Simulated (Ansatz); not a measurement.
Molecule (SMILES): N=[B] (B-NH), doublet.
Atoms: B1, N2, H3. Bonds: B1-N2, N2-H3.

Basis-set convergence of the lowest harmonic wavenumber at PBE with Ansatz (a program for electronic structure). Each level at its own minimum, finite differences of forces, unscaled; the reference is a large set that could be run, not a limit. Cartesian d functions, on some or all atoms, in 6-31G*, 6-31+G*; all else is spherical. Open shells are unrestricted. No added dispersion term, no relativity. Reference: the value in def2-QZVPPD, 408 cm⁻¹, itself unsure by roughly 3 cm⁻¹ (its mean distance from pcseg-3, def2-QZVPP, cc-pVQZ). Deviations are taken from unrounded values.

```json
[
 {"basis": "6-31G*", "functions": "32", "lowest harmonic wavenumber (cm⁻¹)": "401"},
 {"basis": "6-31+G*", "functions": "40", "lowest harmonic wavenumber (cm⁻¹)": "447"},
 {"basis": "cc-pVDZ", "functions": "33", "lowest harmonic wavenumber (cm⁻¹)": "369"},
 {"basis": "aug-cc-pVDZ", "functions": "55", "lowest harmonic wavenumber (cm⁻¹)": "401"},
 {"basis": "def2-SVP", "functions": "33", "lowest harmonic wavenumber (cm⁻¹)": "494"},
 {"basis": "def2-SVPD", "functions": "48", "lowest harmonic wavenumber (cm⁻¹)": "477"},
 {"basis": "pcseg-1", "functions": "33", "lowest harmonic wavenumber (cm⁻¹)": "448"},
 {"basis": "aug-pcseg-1", "functions": "55", "lowest harmonic wavenumber (cm⁻¹)": "394"},
 {"basis": "6-311G**", "functions": "42", "lowest harmonic wavenumber (cm⁻¹)": "404"},
 {"basis": "6-311+G**", "functions": "50", "lowest harmonic wavenumber (cm⁻¹)": "419"},
 {"basis": "def2-TZVP", "functions": "68", "lowest harmonic wavenumber (cm⁻¹)": "390"},
 {"basis": "def2-TZVPD", "functions": "83", "lowest harmonic wavenumber (cm⁻¹)": "413"},
 {"basis": "cc-pVTZ", "functions": "74", "lowest harmonic wavenumber (cm⁻¹)": "406"},
 {"basis": "aug-cc-pVTZ", "functions": "115", "lowest harmonic wavenumber (cm⁻¹)": "402"},
 {"basis": "pcseg-2", "functions": "74", "lowest harmonic wavenumber (cm⁻¹)": "416"},
 {"basis": "aug-pcseg-2", "functions": "115", "lowest harmonic wavenumber (cm⁻¹)": "410"},
 {"basis": "def2-TZVPP", "functions": "76", "lowest harmonic wavenumber (cm⁻¹)": "407"},
 {"basis": "def2-TZVPPD", "functions": "91", "lowest harmonic wavenumber (cm⁻¹)": "408"},
 {"basis": "def2-QZVPP", "functions": "144", "lowest harmonic wavenumber (cm⁻¹)": "410"},
 {"basis": "def2-QZVPPD", "functions": "159", "lowest harmonic wavenumber (cm⁻¹)": "408"}
]
```

What the diffuse functions change, pair by pair:
- 6-31G* to 6-31+G*: 8 more functions, deviation -7 to 39 cm⁻¹
- cc-pVDZ to aug-cc-pVDZ: 22 more functions, deviation -39 to -7 cm⁻¹
- def2-SVP to def2-SVPD: 15 more functions, deviation 87 to 69 cm⁻¹
- pcseg-1 to aug-pcseg-1: 22 more functions, deviation 40 to -13 cm⁻¹
- 6-311G** to 6-311+G**: 8 more functions, deviation -3 to 11 cm⁻¹
- def2-TZVP to def2-TZVPD: 15 more functions, deviation -18 to 6 cm⁻¹
- cc-pVTZ to aug-cc-pVTZ: 41 more functions, deviation -2 to -5 cm⁻¹
- pcseg-2 to aug-pcseg-2: 41 more functions, deviation 8 to 2 cm⁻¹
- def2-TZVPP to def2-TZVPPD: 15 more functions, deviation 0 to 0 cm⁻¹
- def2-QZVPP to def2-QZVPPD: 15 more functions, deviation 3 to 0 cm⁻¹

Leaving out the reference's own pair, they bring the value nearer the reference by more than 3 cm⁻¹ in 5 of 9 pairs.
